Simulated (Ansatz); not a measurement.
A made-up structure of ZnBSiH$_{3}$, closed shell:

```xyz
6
angstrom
B 0.7050 0.3944 0.3903
Si -0.6133 -0.7978 -0.0620
Zn -1.6038 0.4874 -1.7341
H -1.2952 -2.0354 0.0788
H 0.8197 1.4155 -0.1260
H 1.5002 0.2264 1.2039
```

It is relaxed with PBE-D4/def2-SVP and then PBE0-D4/def2-TZVP (Ansatz 0.2.0). Atoms count as bonded within 1.22 times the sum of their covalent radii (H–H: 0.88 Å). The end point is not checked to be a true minimum.

Q: Does its bonding change? (Judge from chemistry; the calculation decides.)

A: The calculation gives: No: no bond forms or breaks.

Where it ends: The first stage lowers the energy by 0.64 eV in 24 steps. It ends as ZnBSiH₃ ([BH2][SiH][Zn]):
```tsv
atom	x (Å)	y (Å)	z (Å)
B1	0.6356	0.3967	0.3524
Si2	-1.1425	-0.4600	0.3966
Zn3	-1.5273	0.2343	-1.8700
H4	-0.8247	-1.8597	-0.0867
H5	0.9068	1.4635	-0.1219
H6	1.4648	-0.0843	1.0805
```

Labels in which every atom is bracketed show which atoms are joined, not bond orders.

For scale, one of the runs: PBE0-D4/def2-TZVP relaxation, 134 basis functions, launched by `ansatz run in.yaml --threads 2 --pin off --events-out ev --progress --plain --max-ram 4352MiB`. Hardware: 2 CPU threads of an Arm Neoverse V1, shared host. Wall time about 51 s.
